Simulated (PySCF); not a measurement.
C4H9NSi, SMILES C=C1[SiH2]N[C@H]1C. Coordinates come from a ωB97X-D3(BJ)/def2-SVP optimisation. The structure was generated by enumeration; whether it is a known compound was not checked.

Computed equilibrium geometry at ωB97X-D3(BJ)/def2-SVP (PySCF confirms it by a frequency run) as bond lengths and angles:
Atoms: C1 C2 Si3 N4 C5 C6 H7 H8 H9 H10 H11 H12 H13 H14 H15. Bonds (Å): C1–C2 1.331, C1–H7 1.098, C1–H8 1.095, C2–Si3 1.880, C2–C5 1.540, Si3–N4 1.734, Si3–H9 1.496, Si3–H10 1.497, N4–C5 1.474, N4–H11 1.010, C5–C6 1.525, C5–H12 1.109, C6–H13 1.102, C6–H14 1.103, C6–H15 1.101. Bond angles (°): C2–C1–H7 121.8, C2–C1–H8 121.7, H7–C1–H8 116.5, C1–C2–Si3 141.9, C1–C2–C5 128.8, Si3–C2–C5 89.3, C2–Si3–N4 76.9, C2–Si3–H9 118.9, C2–Si3–H10 117.6, N4–Si3–H9 117.7, N4–Si3–H10 117.9, H9–Si3–H10 106.3, Si3–N4–C5 97.3, Si3–N4–H11 139.9, C5–N4–H11 122.0, C2–C5–N4 96.5, C2–C5–C6 114.5, C2–C5–H12 110.1, N4–C5–C6 114.1, N4–C5–H12 112.0, C6–C5–H12 109.3, C5–C6–H13 110.9, C5–C6–H14 110.7, C5–C6–H15 110.1, H13–C6–H14 107.9, H13–C6–H15 108.7, H14–C6–H15 108.4.
Charge 0, spin multiplicity 1.
